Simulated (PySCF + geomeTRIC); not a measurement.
Caution, from a PySCF single point (B3LYP-D3(BJ)/def2-TZVPD) at this geometry: the highest occupied level lies above zero, so the state may not be bound.

Species: H2FSi, SMILES `F[SiH2-]` (charge -1, multiplicity 1).

**Question.** Give a relaxed geometry from B3LYP-D3(BJ)/def2-TZVPD (PySCF + geomeTRIC).

**Answer.** the end point of this relaxation (outside a Z-matrix the atoms follow the SMILES, hydrogens last).
Cartesian coordinates (Å) in one orientation:
```xyz
4

F      1.472    -0.157    -0.183
Si    -0.032     0.003     0.617
H     -0.587     1.191    -0.218
H     -0.830    -1.031    -0.227
```
